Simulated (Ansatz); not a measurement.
A structure relaxed at B3LYP-D4/def2-SVP in Ansatz, charge 0, singlet:

Cartesian coordinates in Å:
```
B 0.193 -0.224 -0.273
B -0.824 0.582 0.574
Al 2.198 0.013 0.281
Al 0.525 1.480 1.845
Al -2.447 -0.229 -0.541
Al 0.354 -1.622 -1.886
```

Q: Give its formula and point group.

A: Al4B2 (the lowest singlet isomer of a short search). Point group Cs (tolerance 0.1 Å).

Q: Summarise the bond lengths by kind (pairs closer than 1.2 times the sum of covalent radii, bridged metal pairs left out).

A: 4 × Al–B 2.06 to 2.14 Å; 1 × B–B 1.55 Å; 1 × Al–Al 2.72 Å.

The structure comes from a short search, and lower isomers may exist.
